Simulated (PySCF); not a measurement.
# Working out the ionisation energy of Co⁺

Co⁺ [Ar] 3d8 (3F) → Co²⁺ [Ar] 3d7 (4F). All numbers are calculated (PySCF 2.14, the spin-free X2C one-electron Hamiltonian (Gaussian nucleus), in x2c-TZVPPall with one added diffuse shell each of s, p, d, f type (7s6p5d3f1g, 80 functions)). Frozen: [Ne]. Energies in hartree (1 hartree = 27.21139 eV):

```tsv
part	Co⁺ (lower)	Co²⁺ (upper)
UHF	-1391.567070	-1391.045216
MP2 opposite-spin	-0.422907	-0.340257
MP2 same-spin	-0.206768	-0.164913
```

Task: What does Hartree-Fock give?

Result: (-1391.045216) − (-1391.567070) = 0.521854 hartree = 14.200 eV.

Task: What do MP2 and SCS-MP2 (6/5 opposite-spin, 1/3 same-spin) give?

Result: The opposite-spin parts differ by 2.249 eV and the same-spin parts by 1.139 eV. MP2: 14.200 + (2.249) + (1.139) = 17.588 eV. SCS-MP2: 14.200 + 1.2 × (2.249) + (1.139)/3 = 17.278 eV.

A first-order spin-orbit estimate adds -0.010 eV to MP2 (valence and next inner shell), giving 17.578 eV against 17.084 eV (measured; NIST Atomic Spectra Database, ionization energies).

What remains against the reference includes basis incompleteness, the frozen core and correlation beyond second order.
